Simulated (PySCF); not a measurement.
Excitations are Tamm–Dancoff values on a coarser integration grid. The basis has no diffuse functions, so Rydberg states are missing or too high.

Z-matrix (Å, degrees):
```
Al
O 1 1.6910
H 2 0.9580 1 122.43
O 1 1.6910 2 119.99 3 0.00
H 4 0.9580 1 122.46 2 179.99
O 1 1.6910 2 120.00 3 180.00
H 6 0.9580 1 122.42 2 0.00
```
Charge 0, multiplicity 1.

### Question
Estimate the dipole moment, LUMO, S1 excitation (TDA), T1 excitation (TDA) and brightest of the four lowest singlets (TDA) that PySCF with r2SCAN-D4/def2-TZVP returns for this input.

### Answer

```json
{
  "dipole_moment": "0.00 D",
  "LUMO": "-0.77 eV",
  "S1 excitation (TDA)": "6.86 eV",
  "T1 excitation (TDA)": "6.52 eV",
  "brightest of the four lowest singlets (TDA)": "7.71 eV"
}
```
